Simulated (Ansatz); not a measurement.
Consider the atomization: `[F][Sn]([Br])([Br])[Br]` → 3 Br• + F• + Sn•.

Calculated with Ansatz (gas phase, PBE0-D4/def2-TZVP geometries, no zero-point term in ΔE). CCSD(T)/CBS adds triple-zeta CCSD(T) − MP2 to the extrapolated MP2 energy (def2 sets, frozen cores). This one scheme is used for every species, atoms too. For atomizations the MP2-based limit and the directly extrapolated one differ by several kJ/mol either way, and by 10 to 25 for some Ge, Se and Sn compounds, so smaller differences from it don't rank the levels. DFT in def2-TZVPP. HSE06 is defined as in plane-wave codes. No spin–orbit coupling; open shells (•) take unrestricted orbitals. Spin–orbit coupling would lower the free atoms: a little for F; clearly for Br; strongly for Sn. def2 core potentials past Kr. Bonds to Br, Sn are less sure, by a few kJ/mol each and by 10 to 20 or more in all where they break to atoms, as the def2 sets lack core-valence functions. Scalar relativity is left out up to krypton.

CCSD(T)/CBS gives +1347.8 kJ/mol.

Problem. Another level gave +1323.7 kJ/mol. Which?
A. SCS-MP2/def2-TZVPP
B. HSE06/def2-TZVPP
C. MP2/def2-TZVPP
D. r2SCANh/def2-TZVPP

Solution. C. MP2/def2-TZVPP 1323.7, r2SCANh 1297.4, SCS-MP2/def2-TZVPP 1265.7, HSE06 1278.3 kJ/mol.

Largest T1 diagnostic among the species: 0.011.

From PBE to PBE0 (25 % exact exchange), in def2-TZVPP and without D4, ΔE moves by −41.7 kJ/mol: exact exchange takes away binding that semilocal exchange gives to molecules. The D4 term adds +37.6 kJ/mol with B3LYP and +20.0 kJ/mol with PBE0; it sums over pairs of atoms, weighted by their polarisabilities, and B3LYP, whose exchange is more repulsive, gets the larger term. Leaving LDA and LC-ωPBE aside and taking each functional with its dispersion term where it has one, the values, not all of them listed here, spread over 125.4 kJ/mol, from BHLYP-D4 to PBE-D4. LDA lies +236.7 kJ/mol from PBE without D4, its usual overbinding.

B3LYP here is the variant with VWN-RPA as its local correlation; programs differ in this.
